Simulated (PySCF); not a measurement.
All values below come from B3LYP-D3(BJ)/def2-TZVP // PBE0-D4/def2-TZVP run with PySCF 2.14.0. Isolated molecules, 0 K electronic values unless said otherwise. One relaxed conformer stands for a flexible species; it need not be the lowest. B3LYP has the VWN-RPA correlation part, as in Gaussian. Excitations are Tamm–Dancoff values on a coarser integration grid. The basis has no diffuse functions, so Rydberg states are missing or too high.

Reference species (SMILES): `[OH][Ga]([OH])[F]` (H–O–Ga–F torsion 0°, F–Ga–O–H torsion -180°) (neutral, multiplicity 1).

```json
{
 "HOMO": "-9.07 eV",
 "brightest of the four lowest singlets (TDA)": "6.93 eV"
}
```

Changed species: `[F][Ga]([F])[OH]` (H–O–Ga–F torsion 180°) (1 of 3 F replaced by OH; the reference has 2 of 3 F replaced by OH).

Problem. What does the change do to the HOMO and brightest of the four lowest singlets (TDA)?

Solution. the HOMO decreases by 0.66 eV, to -9.73 eV; the brightest of the four lowest singlets (TDA) increases by 0.08 eV, to 7.01 eV.
